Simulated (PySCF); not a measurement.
SiH₂Cl₂, SMILES Cl[SiH2]Cl. Geometry: PBE-D3(BJ)/def2-TZVP. The isomer is the one that the SMILES or the coordinates give; other isomers of the formula were not compared.

Computed with PBE-D3(BJ)/def2-TZVP in PySCF 2.14.0.

Harmonic wavenumbers (cm⁻¹): 178, 508, 569, 572, 680, 838, 918, 2201, 2217. Rotational constants (GHz): 13.93, 2.465, 2.149; symmetry number 2.

### Question
Work out the zero-point energy and the ideal-gas rigid-rotor harmonic-oscillator thermochemistry at 298.15 K and 1 atm.

### Answer
ZPE = ½ Σ hcν = ½ × 8682 cm⁻¹ = 12.41 kcal/mol. H − E(el) = 15.66 kcal/mol. Entropy in cal/(mol K): translation 39.75, rotation 24.50, vibration 4.63, total 68.88. G − E(el) = -4.87 kcal/mol. Cp = 15.18 cal/(mol K).
